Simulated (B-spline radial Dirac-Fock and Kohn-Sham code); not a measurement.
Auger decay of the M3 hole in Pm⁺

System: Pm⁺ in the configuration [Xe] 4f5 6s1.

The run's input, task.json:

```json
{"items": [{
  "Z": 61,
  "q": 1,
  "cfg": [[1, 0, 2], [2, 0, 2], [2, 1, 6], [3, 0, 2], [3, 1, 6], [3, 2, 10], [4, 0, 2], [4, 1, 6], [4, 2, 10], [4, 3, 5], [5, 0, 2], [5, 1, 6], [6, 0, 1]],
  "A": 145,
  "rrms": 4.962,
  "do": ["binding", "quiet", "decay"],
  "holes": ["K", "L1", "L2", "L3", "M1", "M2", "M3", "M4", "M5", "N1", "N2", "N3", "N4", "N5"]
}]}
```

Command: `python xray_run.py task.json out`

Calculated with an atomic code on a B-spline grid, using a relativistic independent-particle model: LDA orbitals of the hole state, radiative multipoles to third order, Auger rates from the Coulomb interaction with a continuum orbital, Dirac-Fock energies. Kinetic energies are configuration averages from the vacuum level; the two-hole energies are estimated from single-hole states.

```
transition  kinetic energy (eV)  width (meV)  share (%)
   M3-M4N2                 0.95          130        1.8
   M3-M5N2                24.38          873       12.0
   M3-M4N3                25.99          671        9.2
   M3-M5N3                50.09         1570       21.5
   M3-M4N4                143.6         98.3        1.3
   M3-M4N5                147.2         80.3        1.1
   M3-M5N4                166.5          412        5.7
   M3-M5N5                171.7          641        8.8
   M3-M4O1                    –         23.4        0.3
   M3-M5O1                    –          136        1.9
   M3-M4O3                263.1         71.2        1.0
   M3-M4N6                276.8         62.3        0.9
   M3-M4N7                277.0         94.4        1.3
   M3-M5O2                283.3          111        1.5
   M3-M5O3                287.0          183        2.5
   M3-M5N6                300.3          604        8.3
   M3-M5N7                301.0          723        9.9
   M3-N1N3                743.9         57.3        0.8
   M3-N2N3                811.3         67.0        0.9
   M3-N3N3                835.5         96.2        1.3
   M3-N3N4                952.0          132        1.8
   M3-N3N5                957.9          177        2.4
   M3-N3N6               1083.2         26.9        0.4
   M3-N3N7               1084.0         31.0        0.4
```

A dash stands for an energy that rests on an unreliable hole state.

Coster-Kronig rates are the weakest part of this model and often come out 1.5 to 2.5 times too large. The listed channels hold 97 % of the non-radiative rate. Summed by principal shells, of 7.29 eV in all: MMN 81.7 %, MNN 9.3 %, MMO 7.4 %, MNO 1.3 %.
